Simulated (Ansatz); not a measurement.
Species, as SMILES: [SiH]Br (SiH-Br) (closed-shell singlet).
Geometry (B3LYP-D3(BJ)/def2-TZVP, fixed):
```xyz
3

Si    -0.8792    -0.7820     1.0617
H     -1.8991    -1.2190     0.0169
Br     0.4059     0.3476    -0.4252
```

Basis-set convergence of the dipole moment at CCSD(T) with Ansatz (a quantum-chemistry and plane-wave program). Dipoles come from the density behind the forces; the sign is taken along the dipole that this method gives in the largest set. The reference of a correlated method is not its basis-set limit, which lies further on. Cartesian d functions, on some or all atoms, in 3-21G, 6-31G**, 6-311G**; all else is spherical. Cores are frozen (with 3d on Ga to Br). A restricted Hartree-Fock determinant is unstable towards unrestricted orbitals. No added dispersion term, no relativity. Reference: the value in aug-pcseg-3, 1.214 D, itself unsure by roughly 0.008 D (its mean distance from aug-cc-pV(Q+d)Z, def2-QZVPPD). Deviations are taken from unrounded values. Cost is core time over that of aug-pcseg-1, rough, on shared machines of one kind; a dash marks a row that isn't timed (too short, read off another run, short of memory, by another algorithm or on other hardware).

```tsv
basis	functions	dipole moment (D)	minus reference (D)	cost
3-21G	38	1.406	0.192	-
pcseg-1	50	1.384	0.170	-
def2-SV(P)	52	1.196	-0.018	-
cc-pV(D+d)Z	55	1.169	-0.045	0.6×
def2-SVP	55	1.152	-0.062	-
6-31G**	59	1.547	0.333	0.6×
aug-pcseg-1	72	1.329	0.115	1×
def2-SVPD	73	1.202	-0.012	1×
6-311G**	77	1.511	0.297	1×
aug-cc-pV(D+d)Z	77	1.195	-0.019	1×
def2-TZVPP	104	1.155	-0.059	3×
aug-cc-pV(T+d)Z	137	1.159	-0.055	6×
cc-pV(Q+d)Z	162	1.205	-0.009	10×
pcseg-3	165	1.237	0.023	10×
def2-QZVPP	189	1.196	-0.018	20×
def2-QZVPPD	207	1.200	-0.014	30×
aug-cc-pV(Q+d)Z	228	1.212	-0.002	50×
cc-pV(5+d)Z	259	1.220	0.006	200×
```
